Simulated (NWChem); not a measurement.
System: C2H6F2Si; SMILES C[C@@H](F)[SiH2]F

NWChem input:

```
start job
memory heap 200 mb stack 900 mb global 1100 mb
geometry units angstroms noautoz
  C     -0.862124     1.883684    -0.130146
  C      0.110939     0.765252    -0.434304
  F      1.358458     1.081625     0.094727
  Si    -0.408620    -0.906475     0.293608
  F      0.612352    -2.061182    -0.223706
  H     -1.838078     1.693911    -0.602746
  H     -0.474775     2.838513    -0.517323
  H     -1.017761     1.998643     0.954036
  H      0.233063     0.664447    -1.529373
  H     -0.339245    -0.849113     1.779065
  H     -1.777813    -1.264901    -0.175638
end
basis spherical
  C library def2-svp
  F library def2-svp
  Si library def2-svp
  H library def2-svp
end
dft
  xc scan
  iterations 150
  mulliken
end
task dft energy
```

Output (shortened):

```
             Northwest Computational Chemistry Package (NWChem) 7.3.0
             --------------------------------------------------------

 C1  symmetry detected

                             Geometry "geometry" -> ""
                             -------------------------

 Output coordinates in angstroms (scale by  1.889725989 to convert to a.u.)

  No.       Tag          Charge          X              Y              Z
 ---- ---------------- ---------- -------------- -------------- --------------
    1 C                    6.0000    -0.80011457     1.94335486    -0.10206579
    2 C                    6.0000     0.13217077     0.78602873    -0.38788763
    3 F                    9.0000     1.35709594     1.01580142     0.23100830
    4 Si                  14.0000    -0.51865366    -0.88055141     0.23933385
    5 F                    9.0000     0.47341792    -2.06897255    -0.25745086
    6 H                    1.0000    -1.75160770     1.82332434    -0.64253250
    7 H                    1.0000    -0.33996707     2.88935733    -0.42608322
    8 H                    1.0000    -1.02002694     2.02739074     0.97378995
    9 H                    1.0000     0.32012007     0.71830627    -1.47616184
   10 H                    1.0000    -0.54344361    -0.88050331     1.72730940
   11 H                    1.0000    -1.87088541    -1.14791695    -0.32929207

 Effective nuclear repulsion energy (a.u.)     242.8050577902

                                 NWChem DFT Module
                                 -----------------

 Summary of "ao basis" -> "ao basis" (spherical)
 ------------------------------------------------------------------------------
       Tag                 Description            Shells   Functions and Types
 ---------------- ------------------------------  ------  ---------------------
 C                          def2-svp                 6       14   3s2p1d
 F                          def2-svp                 6       14   3s2p1d
 Si                         def2-svp                 8       18   4s3p1d
 H                          def2-svp                 3        5   2s1p

            General Information
            -------------------
          SCF calculation type: DFT
          Wavefunction type:  closed shell.
          No. of atoms     :    11
          No. of electrons :    50
           Alpha electrons :    25
            Beta electrons :    25
          Charge           :     0
          Spin multiplicity:     1
          Use of symmetry is: off; symmetry adaption is: off
          Maximum number of iterations: 150
          AO basis - number of functions:   104
                     number of shells:    50
          Convergence on energy requested:  1.00D-06
          Convergence on density requested:  1.00D-05
          Convergence on gradient requested:  5.00D-04

              XC Information
              --------------
                         SCAN Method XC Functional
                  SCAN metaGGA Exchange Functional  1.000
                        SCAN Correlation Potential  1.000

             Grid Information
             ----------------
          Grid used for XC integration:  medium
          Radial quadrature: Mura-Knowles
          Angular quadrature: Lebedev.
          Tag              B.-S. Rad. Rad. Pts. Rad. Cut. Ang. Pts.
          ---              ---------- --------- --------- ---------
          C                   0.70       49          10.0       434
          F                   0.50       49          12.0       434
          Si                  1.10       88          10.0       590
          H                   0.35       45          11.0       434
          Grid pruning is: on
          Number of quadrature shells:   554
          Spatial weights used:  Erf1

      Superposition of Atomic Density Guess
      -------------------------------------

 Sum of atomic energies:        -565.56886217

      Non-variational initial energy
      ------------------------------

 Total energy =    -567.499250
 1-e energy   =   -1265.487654
 2-e energy   =     455.183346
 HOMO         =      -0.315984
 LUMO         =       0.051879

     ---------------------------------------------
      Total Density - Mulliken Population Analysis
     ---------------------------------------------

    Atom       Charge   Shell Charges
 -----------   ------   -------------------------------------------------------
    1 C    6     6.27   1.99  0.96  0.19  2.06  1.04  0.02
    2 C    6     5.88   1.99  0.94  0.30  1.73  0.86  0.06
    3 F    9     9.45   1.99  1.14  0.78  3.46  2.08  0.00
    4 Si  14    13.02   2.00  1.99  0.96  0.25  5.93  0.99  0.70  0.20
    5 F    9     9.58   1.99  1.15  0.78  3.52  2.14  0.00
    6 H    1     0.88   0.66  0.20  0.02
    7 H    1     0.89   0.67  0.20  0.03
    8 H    1     0.90   0.67  0.20  0.02
    9 H    1     0.92   0.69  0.21  0.02
   10 H    1     1.10   0.70  0.39  0.01
   11 H    1     1.10   0.70  0.39  0.01

   convergence    iter        energy       DeltaE   RMS-Dens  Diis-err
 ---------------- ----- ----------------- --------- --------- ---------
 d= 0,ls=0.0,diis     1   -568.5668558992 -8.11D+02  1.64D-02  8.02D-01
 d= 0,ls=0.0,diis     2   -568.4376913727  1.29D-01  9.92D-03  2.39D+00
 d= 0,ls=0.0,diis     3   -568.6557828664 -2.18D-01  1.20D-03  2.55D-02
 d= 0,ls=0.0,diis     4   -568.6575414409 -1.76D-03  5.07D-04  3.27D-03
 d= 0,ls=0.0,diis     5   -568.6578553662 -3.14D-04  1.42D-04  4.85D-04
  Resetting Diis
 d= 0,ls=0.0,diis     6   -568.6579079215 -5.26D-05  3.50D-05  1.44D-05
 d= 0,ls=0.0,diis     7   -568.6579092304 -1.31D-06  2.30D-05  2.38D-06
 d= 0,ls=0.0,diis     8   -568.6579088829  3.48D-07  1.42D-05  6.11D-06
 d= 0,ls=0.0,diis     9   -568.6579094677 -5.85D-07  1.15D-06  2.91D-08

[...]
```

Level: SCAN/def2-SVP. Structure relaxed at the PBE0/def2-SVP level.
